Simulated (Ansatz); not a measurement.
The cluster PdAu₂⁻. The state is a doublet with charge -1. Geometry PBE-D4/def2-TZVP, that of the neutral singlet; atoms count from 1.

Cartesian coordinates in Å:
```
Pd -1.2027 -0.6155 0.6415
Au 1.3762 -0.1809 0.6631
Au -0.1735 0.7965 -1.3046
```

In the def2 sets Au, Pd take a core potential; there is no spin–orbit coupling. The structure comes from a short search, and lower isomers may exist.

(1) Estimate the Mulliken populations from the PBE0/def2-TZVPD orbitals of Ansatz.

(2) Where does the spin sit?

(3) And the Mayer bond orders between heavy atoms (over 0.3)?

## Answers

(1) 
```
atom  charge (e)  spin (α − β)  d electrons
 Pd1       -0.57          0.20         9.67
 Au2       -0.21          0.40         9.87
 Au3       -0.21          0.40         9.87
```
Mulliken values depend strongly on the basis. With diffuse functions, as here, like atoms can get unlike values, and bond orders can come out too low or too high.

(2) Summed by element: Pd 0.20, Au 0.80, of 1 unpaired in all. Largest on single atoms: Au2 0.40, Au3 0.40, Pd1 0.20.

(3) Pd1–Au2 0.77 (2.62 Å); Pd1–Au3 0.77 (2.62 Å); Au2–Au3 0.60 (2.69 Å).
